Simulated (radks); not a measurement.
Isoelectronic series with 58 electrons, each ion in its NIST ground configuration. All-electron calculation, scalar-relativistic Kohn-Sham, PBE, spin-polarised, spherical densities, point nucleus; open shells are filled with parallel spins first (spin-orbit coupling, left out, can overturn this in heavy ions). Program: a radial shooting solver on a logarithmic mesh with Libxc functionals. Total energies (hartree) and orbital eigenvalues (hartree) (* marks an orbital that is empty in some or all of the ions):

ion           configuration  E (hartree)     4f up  5p down*
Ce         [Xe] 4f1 5d1 6s2   -8860.4696  -0.20983  -0.83676
Pr+            [Xe] 4f3 6s1   -9237.1808  -0.28299  -0.97475
Nd2+               [Xe] 4f4   -9623.4693  -0.56884  -1.25258
Pm3+               [Xe] 4f4  -10019.2046  -1.20650  -1.77249
Sm4+               [Xe] 4f4  -10424.2886  -1.95622  -2.35745
Eu5+  [Kr] 4d10 4f5 5s2 5p5  -10838.5099  -2.60091  -2.89571
Gd6+  [Kr] 4d10 4f6 5s2 5p4  -11262.5077  -3.28445  -3.45712
Tb7+  [Kr] 4d10 4f7 5s2 5p3  -11696.3974  -4.00596  -4.03830
Dy8+  [Kr] 4d10 4f8 5s2 5p2  -12139.7351  -4.73606  -4.74515
